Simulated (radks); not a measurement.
Task: These are the eigenvalues of the occupied orbitals of an atom or ion with whole-number occupations (eV). Calculated with a radial shooting solver on a logarithmic mesh with Libxc functionals: Dirac Kohn-Sham, PBE, spin-unpolarised, spherical densities, point nucleus.

orbital  eigenvalue
1s1/2     -18846.78
2s1/2     -2676.475
2p1/2     -2460.029
2p3/2     -2364.257
3s1/2     -485.5830
3p1/2     -404.1159
3p3/2     -388.5873
3d3/2     -244.8313
3d5/2     -241.9378
4s1/2     -103.3801
4p1/2      -80.2615
4p3/2      -77.9860
4d3/2      -43.5493

Which element is it, and in what charge state? The configuration may be excited. Open shells, if any, fill j = l - 1/2 first.

Result: Z = 41, niobium, charge +4: Nb4+ in [Kr] 4d1. The list shows which subshells hold electrons but not how many an open one holds; the 1s level, -692.61 hartree, gives Z - s = 37.2 by -(Z - s)^2/2, which with screening and relativity narrows Z to a few neighbours, and the depths of the outer levels then fix element, charge and occupations together.
